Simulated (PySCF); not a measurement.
A structure optimised at B3LYP-D3(BJ)/def2-SVP, used in a PySCF frequency run:

```xyz
13

B      0.1603    -0.1283     0.0000
Cl     1.4250     1.1407     0.0000
N     -1.2001     0.2259     0.0000
C     -1.7856     1.5518     0.0000
H     -1.8834    -0.5238     0.0000
H     -2.4134     1.7229    -0.8924
H     -2.4134     1.7229     0.8924
H     -0.9863     2.3034     0.0000
O      0.6098    -1.4132     0.0000
C     -0.2665    -2.5134     0.0000
H     -0.9135    -2.5233     0.8971
H      0.3320    -3.4359     0.0000
H     -0.9135    -2.5233    -0.8971
```

Q: Write its SMILES, formula and point group.

A: CNB(Cl)OC, C₂H₇BClNO, Cs

Q: What are its rotational constants (standard atomic weights)?

A: 3.2245, 2.2554, 1.3500 GHz
